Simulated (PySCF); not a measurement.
## TDDFT excited states: C7H6O

C7H6O.
Numbering: `[CH:1]#[C:2][C:3](=[O:4])[C:5](=[CH2:6])[CH:7]=[CH2:8]` (hydrogens: H9 on C1; H10, H11 on C6; H12 on C7; H13, H14 on C8)

Level of theory: TDDFT PBE0/def2-SVPD, vertical, gas phase, core orbitals frozen in the response in PySCF. The structure is a single GFN2-xTB conformer in the gas phase; no vibrational or solvent corrections. Torsions of this conformer, `[CH:1]#[C:2][C:3](=[O:4])[C:5](=[CH2:6])[CH:7]=[CH2:8]`: C2–C3–C5–C6 -141°, C3–C5–C7–C8 23°.

List the vertical singlet excitations with oscillator strengths and describe the spectrum.

| state | λ (nm) | E (eV) | f | \|μ\| (D) | main configurations (H = HOMO, L = LUMO) |
| --- | --- | --- | --- | --- | --- |
| S1 | 344.9 | 3.60 | 0.0029 | 0.46 | H-1→L (85%), H→L (10%) |
| S2 | 305.6 | 4.06 | 0.049 | 1.78 | H→L (82%), H-1→L (11%) |
| S3 | 262.3 | 4.73 | 0.013 | 0.85 | H-2→L (86%) |
| S4 | 224.6 | 5.52 | 0.032 | 1.24 | H-1→L+1 (37%), H-3→L (32%), H→L+1 (19%) |
| S5 | 222.3 | 5.58 | 0.103 | 2.21 | H-3→L (49%), H-1→L+1 (24%), H→L+1 (12%) |
| S6 | 213.6 | 5.80 | 0.211 | 3.09 | H→L+1 (50%), H-1→L+1 (33%), H-4→L (10%) |

Triplets (Tamm–Dancoff): T1 2.84 eV, H→L (65%), H-1→L (15%), H→L+1 (13%); T2 3.14 eV, H-1→L (74%), H→L+1 (11%).

The lowest singlet comes at 345 nm (347 kJ/mol) in the ultraviolet; it is very weak; its leading configuration is HOMO-1→LUMO (85%). The strongest level in the table is S6 at 5.80 eV (214 nm, f = 0.211). It is the last of those listed, so stronger ones may follow. Löwdin shares by element: HOMO carbon 82% or more (atoms not listed hold the other 18%); LUMO carbon 50% or more, oxygen 22% (atoms not listed hold the other 28%). Weighted by f, the mean energy of these states is 5.47 eV. The oscillator strengths of these states sum to 0.411; summed over the whole spectrum of an exact calculation they would give the number of electrons, 56 (Thomas–Reiche–Kuhn). Orbital energies (eV): HOMO-3 -8.80, HOMO-2 -8.68, HOMO-1 -7.96, HOMO -7.29, LUMO -2.35, LUMO+1 -1.03, LUMO+2 0.50. No computed singlet lies in the visible range (380 to 750 nm); the lowest, at 345 nm, stands 0.33 eV above its violet end (3.26 eV); a Tamm–Dancoff triplet lies at 437 nm, without intensity as long as spin–orbit coupling is left out. The window holds the lowest 6 singlets.

The run took 20 s on an x86-64 server with one thread (shared host).
